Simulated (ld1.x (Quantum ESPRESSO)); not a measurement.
**Configuration tests for P (PAW)**

```
Element                 : P
Generator               : ld1.x (Quantum ESPRESSO) 7.5
Type                    : PAW
Functional              : Wu–Cohen
Relativity              : scalar-relativistic
Frozen core             : [He]
Valence charge          : 13
Reference configuration : 2s2 2p6 3s2 3p3
Partial waves           : 2s (bound): rcut 0.75, rcutus 0.85 bohr; 3s (bound): rcut 0.75, rcutus 0.85 bohr; 2p (bound): rcut 0.80, rcutus 1.00 bohr; 3p (bound): rcut 0.80, rcutus 1.00 bohr
Local potential         : all-electron potential smoothed inside 0.90 bohr (lloc = -1)
Core correction         : Bessel-smoothed model core inside 0.45 bohr
Augmentation charge     : PSQ, inside the norm-conserving radii
```

Energies are relative to the spin-unpolarised reference configuration 2s2 2p6 3s2 3p3; without spin polarisation the order of configurations can differ from experiment.

```csv
valence configuration,charge,ΔE all-electron (eV),error AE − PS (meV)
2s2 2p6 3s2 3p2,+1,9.706,0.0
2s2 2p6 3s2 3p0,+3,58.603,+3.2
2s2 2p6 3s2 3p2.5,+0.5,3.762,0.0
2s2 2p6 3s1 3p3,+1,18.815,+2.2
2s2 2p6 3s2 3p3.3,-0.3,-1.298,0.0
```

Task: What are ΔE and the potential's error for 2s2 2p6 3s2 3p1?

Result: ΔE = 28.846 eV all-electron; the error (AE − PS) is +0.4 meV.

Task: What are ΔE and the potential's error for 2s2 2p6 3s0 3p5?

Result: ΔE = 17.175 eV all-electron; the error (AE − PS) is +8.9 meV.
